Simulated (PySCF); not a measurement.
**Re²⁺ (rhenium, charge +2) across methods**

[Xe] 4f14 5d5, high-spin 6S determinant. Computed with PySCF 2.14 in aug-cc-pVQZ-PP with ECP60MDF (7s7p6d4f3g2h, 135 functions), with a scalar-relativistic core potential.

```tsv
method	E (hartree)	mean ε 5p α (eV)	mean ε 5p β (eV)	mean ε 5d α (eV)	Σ⟨r²⟩ (bohr²)	⟨S²⟩
UHF	-77.04281	-77.847	-68.855	-28.192	30.56	8.753
PBE0	-77.5791	-68.035	-63.470	-24.255	30.77	8.751
r2SCAN0	-77.5854	-69.134	-63.800	-24.503	30.58	8.752
r2SCAN	-77.6231	-66.139	-61.786	-23.023	30.65	8.752
PBEsol	-77.4713	-64.375	-61.150	-22.707	31.04	8.751
PBE	-77.5995	-64.505	-61.249	-22.725	30.98	8.751
LDA	-77.3859	-64.471	-61.308	-22.802	31.22	8.750
```

**Question.** Estimate the same row for PW91.

**Answer.** E (hartree) = -77.6352; mean ε 5p α (eV) = -64.600; mean ε 5p β (eV) = -61.344; mean ε 5d α (eV) = -22.786; Σ⟨r²⟩ (bohr²) = 30.99; ⟨S²⟩ = 8.751.

Energies and moments cover only the electrons outside the core potential. Spin-orbit coupling, which splits the p, d and f shells strongly at this Z, is absent.
